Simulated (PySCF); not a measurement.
C7H5NO, SMILES Oc1ccc(C#N)cc1, GFN2-xTB optimised geometry.

```
14

N     -1.98    -3.26     0.00
C     -1.41    -2.27     0.00
C     -0.70    -1.05     0.00
C     -1.39     0.16     0.00
C     -0.70     1.35     0.00
C      0.70     1.35     0.00
O      1.42     2.49     0.00
C      1.39     0.14     0.00
C      0.70    -1.05     0.00
H     -2.47     0.16     0.00
H     -1.23     2.29     0.00
H      0.83     3.26     0.00
H      2.47     0.16     0.00
H      1.23    -1.99     0.00
```

Density from PBE/def2-TZVP in PySCF at that geometry.

Minimum of the electron density along straight lines between bonded atoms, close to the bond critical point (lines longer than 1.1 times the sum of covalent radii, or with two minima, are not listed):

| bond | length / Å | ρ at the minimum / e bohr⁻³ | ∇²ρ there / e bohr⁻⁵ | position (fraction from the first atom) |
|---|---|---|---|---|
| N1–C2 | 1.147 | 0.499 | -0.22 | 0.65 |
| C2–C3 | 1.412 | 0.293 | -0.83 | 0.53 |
| C3–C4 | 1.395 | 0.311 | -0.88 | 0.50 |
| C4–C5 | 1.379 | 0.320 | -0.91 | 0.50 |
| C5–C6 | 1.393 | 0.316 | -0.90 | 0.48 |
| C6–O7 | 1.353 | 0.298 | -0.60 | 0.35 |
| C6–C8 | 1.395 | 0.315 | -0.91 | 0.52 |
| C3–C9 | 1.397 | 0.310 | -0.87 | 0.51 |
| C8–C9 | 1.377 | 0.322 | -0.93 | 0.50 |
| C4–H10 | 1.080 | 0.287 | -1.02 | 0.65 |
| C5–H11 | 1.082 | 0.282 | -0.97 | 0.64 |
| O7–H12 | 0.965 | 0.359 | -2.42 | 0.80 |
| C8–H13 | 1.078 | 0.286 | -1.01 | 0.65 |
| C9–H14 | 1.080 | 0.287 | -1.02 | 0.65 |
